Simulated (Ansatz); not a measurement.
Calculated with Ansatz (gas phase, PBE0-D4/def2-TZVP geometries, no zero-point term in ΔE). CBS: MP2 limit from def2 TZ/QZ plus the TZ coupled-cluster correction, frozen cores. This one scheme is used for every species. DFT in def2-TZVPP.

`FC1(F)C[SiH]1[SiH3]` + H₂ → `F[C@H]1C[Si@H]1[SiH3]` + H–F  (hydrogenolysis of a C–F bond)

**Question.** Is it downhill or uphill in electronic energy at CCSD(T)/CBS, and by how much? (Estimate.)

**Answer.** Ansatz gave: Downhill: ΔE = -0.89 eV.

**Question.** What do these levels give: r2SCAN-D4, PBE0-D4, ωB97M-V, PBE, r2SCAN, SCS-MP2/def2-TZVPP, CCSD/def2-TZVPP, HF/def2-QZVPP, MP2/def2-QZVPP, HF/CBS(def2), MP2/CBS(def2), CCSD/CBS(def2)? (Estimate.)

**Answer.** Ansatz gave: r2SCAN-D4 -0.68, PBE0-D4 -0.80, ωB97M-V -0.75, PBE -0.72, r2SCAN -0.69, SCS-MP2/def2-TZVPP -0.89, CCSD/def2-TZVPP -0.89, HF/def2-QZVPP -0.86, MP2/def2-QZVPP -0.94, HF/CBS(def2) -0.86, MP2/CBS(def2) -0.95, CCSD/CBS(def2) -0.92 eV.

Largest T1 diagnostic among the species: 0.014.

From PBE to PBE0 (25 % exact exchange), in def2-TZVPP and without D4, ΔE moves by −0.09 eV.
